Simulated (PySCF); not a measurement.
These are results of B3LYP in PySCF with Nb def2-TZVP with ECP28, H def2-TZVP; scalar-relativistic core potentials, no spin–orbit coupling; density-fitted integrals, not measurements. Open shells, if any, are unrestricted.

What spin state, shape and geometry does isolated NbH₂ take (every ligand bound to Nb)?

Formally Nb is in oxidation state +2, d3, with 3 unpaired electrons (the high-spin count). The Mulliken spin on Nb is 3.15. The polar-tensor charge on Nb, 0.66, is far below the formal one. The lowest minimum found is a quartet of C2v symmetry with Nb–H 1.788 Å (×2); H–Nb–H 118.0°. Its harmonic wavenumbers are 623, 1721, 1813 cm⁻¹ and its dipole moment is 2.57 D.

The spin densities have lower symmetry than the nuclear frame, so modes carry no symmetry labels. Only a few start shapes were tried, so a lower isomer may exist. Other spin states or occupations of the open shell can lie lower.
